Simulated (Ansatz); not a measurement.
Consider the difluorocarbene loss: `FB(F)C(F)(F)F` → boron trifluoride + `F[C]F`.

Gas-phase electronic energies from Ansatz, PBE0-D4/def2-TZVP geometries. CCSD(T)/CBS adds triple-zeta CCSD(T) − MP2 to the extrapolated MP2 energy (def2 sets, frozen cores). This one scheme is used for every species. Functionals use def2-TZVPP.

```
        species  r2SCANh energy (Eh)
`FB(F)C(F)(F)F`           -562.28012
       `FB(F)F`           -324.55639
        `F[C]F`           -237.68673
```

(1) Work out ΔE.

Largest T1 diagnostic among the species: 0.017.

Answers

(1) ΔE = (-324.55639) + (-237.68673) − (-562.28012) = 0.03700 Eh = +23.2 kcal/mol. CCSD(T)/CBS gives +18.0 kcal/mol.

In def2-TZVPP, CCSD(T) changes the Hartree–Fock value by +7.2 kcal/mol (the triples alone add +0.3 kcal/mol) and MP2 by +10.3 kcal/mol. From BLYP to BHLYP (50 % exact exchange), in def2-TZVPP and without D4, ΔE moves by +4.3 kcal/mol.
